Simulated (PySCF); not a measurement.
**[TmCl3(NH3)]− at several levels of theory**

Computed with PySCF 2.14.0 (density fitting, no spin-orbit coupling) at the geometry relaxed with PBE0:

```xyz
8
[TmCl3(NH3)]− (singlet in the valence; each metal's 4f electrons, 13 of them, lie in its core potential, out of spins and levels)
Tm    0.0537   -0.0537    0.0537
Cl    1.2237    2.0513    1.2237
Cl   -2.0513   -1.2237    1.2237
Cl    1.2237   -1.2237   -2.0513
N    -1.4471    1.4471   -1.4471
H    -2.0466    2.0466   -0.8823
H    -0.8823    2.0466   -2.0466
H    -2.0466    0.8823   -2.0466
```

| level | basis | state | HOMO (eV) | gap (eV) | charge on Tm1 (e) | population of f-type functions on Tm1 (polarisation alone where 4f lies in the core) | dipole about the centre of mass (D) | largest force component (eV/Å) |
| --- | --- | --- | --- | --- | --- | --- | --- | --- |
| PBE0 | Tm lcecp-0-SVP with ECP59, Cl def2-SVP, N def2-SVP, H def2-SVP | singlet | – | – | 0.36 | 0.01 | 4.77 | 0.00 |
| r2SCAN | the same | singlet | – | – | 0.36 | 0.01 | 4.76 | 0.08 |
| PBE0 | Tm lcecp-0-TZVP with ECP59, Cl def2-TZVP, N def2-TZVP, H def2-TZVP | singlet | – | – | 1.06 | 0.02 | 4.49 | 0.20 |

In the lcecp rows the 4f levels are missing from HOMO and gap, and the state counts the valence alone.

Charges are Mulliken's, which hang on the basis. The relaxation used the grid (50, 194), these runs (75, 302) or, all-electron (x2c bases, spin-free X2C Hamiltonian), (99, 590).

Q: What does wB97X with Tm lcecp-0-SVP with ECP59, Cl def2-SVP, N def2-SVP, H def2-SVP give here?

A: state singlet, charge on Tm1 (e) 0.37, population of f-type functions on Tm1 (polarisation alone where 4f lies in the core) 0.01, dipole about the centre of mass (D) 4.78, largest force component (eV/Å) 0.01. Time: 11 s on 2 threads of Arm Neoverse V2 (shared host), from an already converged density.

An lcecp potential fixes the number of 4f electrons, so in runs with it no electron can move into or out of that shell.
